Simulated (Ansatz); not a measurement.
## Worked example: SiH(CH3)(OH)2 + CH6OSi → SiH(OH)2(SiH3) + C2H6O

Species: SiH(CH3)(OH)2, singlet; CH6OSi `CO[SiH3]`, singlet; SiH(OH)2(SiH3), singlet; C2H6O (dimethyl ether) `COC`, singlet. The partners trade CH3 for SiH3: Si–CH3 and O–SiH3 bonds give way to Si–SiH3 and O–CH3.

Shapes, held fixed at every level: PBE0-D4/def2-TZVP. Flexible molecules stand in one conformer, not always the lowest. Programs: Ansatz 0.2.0. The zero-point and thermal change to 298 K, harmonic and unscaled (PBE0-D4/def2-TZVP), is +2.1 kJ/mol.

At CCSD(T)/CBS estimate; 1 Eh = 2625.50 kJ/mol:

```
       species  energy (Eh)
 SiH(CH3)(OH)2  -481.210218
        CH6OSi  -405.930014
SiH(OH)2(SiH3)  -732.205579
         C2H6O  -154.862764
```

**Question.** Work out ΔH(298 K) of the reaction at this level.

**Answer.** 
1. Products less reactants: (-732.205579) + (-154.862764) − [(-481.210218) + (-405.930014)] = 0.071889 Eh = +188.7 kJ/mol.
2. With the thermal change: +188.7 + (+2.1) = +190.8 kJ/mol.

Other levels give +164.5 (SPW92/def2-TZVPP) to +189.9 kJ/mol (CCSD/def2-TZVPP). No measured value is set beside it here. The CBS estimate extrapolates MP2 from def2-TZVPP and def2-QZVPP and adds CCSD(T) − MP2 in the triple-zeta set, cores frozen. The median of the other levels is +175.6 kJ/mol.
